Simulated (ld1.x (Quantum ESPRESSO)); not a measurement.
# fluorine: variants of one TM potential

Base potential:

* Element: F
* Generator: ld1.x (Quantum ESPRESSO) 7.5
* Type: norm-conserving Troullier–Martins (Kleinman–Bylander form)
* Functional: LDA (PZ)
* Relativity: scalar-relativistic
* Frozen core: [He]
* Valence charge: 7
* Reference configuration: 2s2 2p3 (charge +2)
* Partial waves: 2p (bound): rc 1.55 bohr; 3d channel at 0.15 Ry: rc 1.25 bohr; 2s (bound): rc 0.70 bohr
* Local potential: the s channel
* Core correction: none

All-electron outer shells of the reference configuration (LDA (PZ), scalar-relativistic, ld1.x):

```tsv
shell	level (eV)	outermost node (bohr)	outermost maximum (bohr)
2s	-67.61	0.24	0.73
2p	-49.11	–	0.65
```

Cutoffs, loose and tight: the cutoffs (Ry, on a coarse ladder) from which the occupation-weighted sum of valence levels, in a spherical-Bessel basis at the reference potential, stays within 10 and 1 mRy of its value at 400 Ry. They do not see the model core or the augmentation charge, which bear on the density cutoff. Test errors are all-electron minus pseudo excitation energies from the reference, over the configurations 2s2 2p5; 2s2 2p4; 2s2 2p2; 2s2 2p5.3; 2s2 2p1; 2s1 2p6; 2s1 2p5 (two spin-polarised tests are not counted in the largest error). A dash means not determined; rows that change the core or the reference have their own tests.

```csv
change,outcome,"cutoff, loose","cutoff, tight",bound ghosts,largest test error (meV)
base,generated,160 Ry,260 Ry,none,+1577
wave 2p (bound): rc 1.55 bohr becomes 2p (bound): rc 1.86 bohr,generated,160 Ry,260 Ry,none,+2940
wave 3d channel at 0.15 Ry: rc 1.25 bohr becomes 3d channel at 0.15 Ry: rc 1.30 bohr,generated,160 Ry,260 Ry,none,+1577
wave 2s (bound): rc 0.70 bohr becomes 2s (bound): rc 1.08 bohr,generated,70 Ry,140 Ry,none,+1715
"type PAW; waves now 2s (bound): rcut 0.60, rcutus 0.70 bohr; 2s channel at -4.4 Ry: rcut 0.60, rcutus 0.70 bohr; 2p (bound): rcut 1.35, rcutus 1.55 bohr; 2p channel at -2.4 Ry: rcut 1.35, rcutus 1.55 bohr; 3d channel at 0.15 Ry: rcut 1.10, rcutus 1.25 bohr; 3d channel at 1.85 Ry: rcut 1.10, rcutus 1.25 bohr; local potential all-electron potential smoothed inside 0.85 bohr (lloc = -2); core correction a·sin(br)/r model core, default radius (ld1.x builds one for every PAW set, though the input has nlcc=.false.); augmentation PSQ, radius 0.70 bohr",failed: find_q: problem finding q,–,–,–,–
wave 3d channel at 0.15 Ry: rc 1.25 bohr becomes 3d channel at 0.26 Ry: rc 1.25 bohr,generated,160 Ry,260 Ry,none,+1577
core correction a·sin(br)/r model core inside 0.28 bohr,generated,160 Ry,260 Ry,none,+1518
```
